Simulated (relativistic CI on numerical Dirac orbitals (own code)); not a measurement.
## Line list: Forbidden lines, Hf XXIII

These numbers are calculated, not measured: Dirac-Coulomb-Breit CI, KLI orbitals optimised for each configuration, model QED, unscaled Slater integrals (own radial code, finite nucleus).

Configuration list (outside the closed core [Ar] 3d10 4p6 4d10): 4s²4f⁴, 4s²4f³5s, 4s²4f²5s², 4s²4f³5p, 4s²4f²5s5p, 4s²4f²5p², 4s²4f³5d, 4s²4f²5s5d, 4s²4f²5p5d, 4s²4f³5f, 4s²4f³6s, 4s²4f³6p, 4s4f³5s². Levels of other configurations are missing.

| λ vac (nm) | Lower | Upper | Type | A (s⁻¹) | log gf |
| --- | --- | --- | --- | --- | --- |
| 148.58 | 4s²4f⁴ ⁵I4 [1] | 4s²4f⁴ ⁵G4 [18] | M1 | 6.36e+01 | -6.72 |
| 175.50 | 4s²4f⁴ ⁵I5 [2] | 4s²4f⁴ ⁵F5 [19] | M1 | 6.29e+01 | -6.50 |
| 175.72 | 4s²4f⁴ ⁵I5 [2] | 4s²4f⁴ ⁵G4 [18] | M1 | 1.09e+02 | -6.34 |
| 176.96 | 4s²4f⁴ ⁵I4 [1] | 4s²4f⁴ ⁵F4 [16] | M1 | 8.79e+01 | -6.43 |
| 178.51 | 4s²4f⁴ ⁵I6 [3] | 4s²4f⁴ ³L7 [23] | M1 | 8.36e+01 | -6.22 |
| 210.60 | 4s²4f⁴ ⁵I7 [4] | 4s²4f⁴ ³L7 [23] | M1 | 3.30e+01 | -6.48 |
| 211.14 | 4s²4f⁴ ⁵I6 [3] | 4s²4f⁴ ⁵F5 [19] | M1 | 9.73e+01 | -6.15 |
| 216.85 | 4s²4f⁴ ⁵I5 [2] | 4s²4f⁴ ⁵F4 [16] | M1 | 6.03e+01 | -6.42 |
| 219.90 | 4s²4f⁴ ⁵I5 [2] | 4s²4f⁴ ⁵F5 [15] | M1 | 4.24e+01 | -6.47 |
| 232.44 | 4s²4f⁴ ⁵I4 [1] | 4s²4f⁴ ³G4 [8] | M1 | 1.90e+02 | -5.86 |
| 249.46 | 4s²4f⁴ ⁵I5 [2] | 4s²4f⁴ ³K6 [11] | M1 | 2.19e+02 | -5.58 |
| 278.87 | 4s²4f⁴ ⁵I6 [3] | 4s²4f⁴ ⁵F5 [15] | M1 | 3.71e+01 | -6.32 |
| 291.58 | 4s²4f⁴ ⁵I6 [3] | 4s²4f⁴ ³L7 [14] | M1 | 1.58e+02 | -5.52 |
| 306.49 | 4s²4f⁴ ⁵I5 [2] | 4s²4f⁴ ³G4 [8] | M1 | 5.46e+01 | -6.16 |
| 327.93 | 4s²4f⁴ ⁵I7 [4] | 4s²4f⁴ ³M8 [17] | M1 | 6.43e+01 | -5.75 |
| 328.19 | 4s²4f⁴ ⁵I6 [3] | 4s²4f⁴ ³K6 [11] | M1 | 5.85e+01 | -5.91 |
| 335.05 | 4s²4f⁴ ⁵F1 [7] | 4s²4f⁴ ³D2 [20] | M1 | 1.11e+02 | -6.03 |
| 388.22 | 4s²4f⁴ ⁵I7 [4] | 4s²4f⁴ ³L7 [14] | M1 | 9.15e+01 | -5.51 |
| 391.40 | 4s²4f⁴ ³K6 [11] | 4s²4f⁴ ³L7 [23] | M1 | 2.28e+02 | -5.11 |
| 411.83 | 4s²4f⁴ ³G4 [8] | 4s²4f⁴ ⁵G4 [18] | M1 | 6.97e+01 | -5.80 |
| 422.39 | 4s²4f⁴ ⁵F3 [9] | 4s²4f⁴ ³D2 [20] | M1 | 1.13e+02 | -5.82 |
| 436.90 | 4s²4f⁴ ⁵I8 [5] | 4s²4f⁴ ³M8 [17] | M1 | 1.14e+02 | -5.26 |
| 453.18 | 4s²4f⁴ ³L7 [14] | 4s²4f⁴ ³L8 [24] | M1 | 1.10e+02 | -5.24 |
| 460.32 | 4s²4f⁴ ³L7 [14] | 4s²4f⁴ ³L7 [23] | M1 | 9.71e+01 | -5.33 |
| 556.10 | 4s²4f⁴ ⁵G2 [12] | 4s²4f⁴ ³G3 [21] | M1 | 1.33e+02 | -5.36 |
| 703.59 | 4s²4f⁴ ⁵G3 [13] | 4s²4f⁴ ⁵G4 [18] | M1 | 1.01e+02 | -5.17 |
| 778.31 | 4s²4f⁴ ³G4 [8] | 4s²4f⁴ ⁵F5 [15] | M1 | 4.65e+01 | -5.33 |
| 962.05 | 4s²4f⁴ ⁵I4 [1] | 4s²4f⁴ ⁵I5 [2] | M1 | 6.40e+01 | -5.01 |
| 1039.9 | 4s²4f⁴ ⁵I5 [2] | 4s²4f⁴ ⁵I6 [3] | M1 | 6.29e+01 | -4.88 |
| 1171.3 | 4s²4f⁴ ⁵I6 [3] | 4s²4f⁴ ⁵I7 [4] | M1 | 3.72e+01 | -4.94 |

Terms are leading LS components. Brackets give the number of a level in order of energy, since labels repeat. The list gives strong lines, with weight on those to low levels, among the lowest 200 of 2889 levels, so that lines to higher ones, which can be the strongest, are missing. Levels whose partners in the same complex of configurations lie outside the list can be far off, and so can their lines. Rates are taken at the computed energies, electric ones in the length gauge.

At this charge energies of transitions that change n are usually good to better than 1 %, and those within a shell (Δn = 0) to a few per cent. Terms inside the open d or f shell come out 10 to 20 % too wide with unscaled integrals.

**Question.** From the table, what is the radiative lifetime of 4s²4f⁴ ⁵G4?

**Answer.** The listed rates from this level add up to about 3.43e+02 s⁻¹, 97 % of its decay; with all channels τ = 2.84e-03 s.

LS names give the leading component of a level, which can be under half, so a name can repeat, a term be missing and a line seem to break the LS rules.
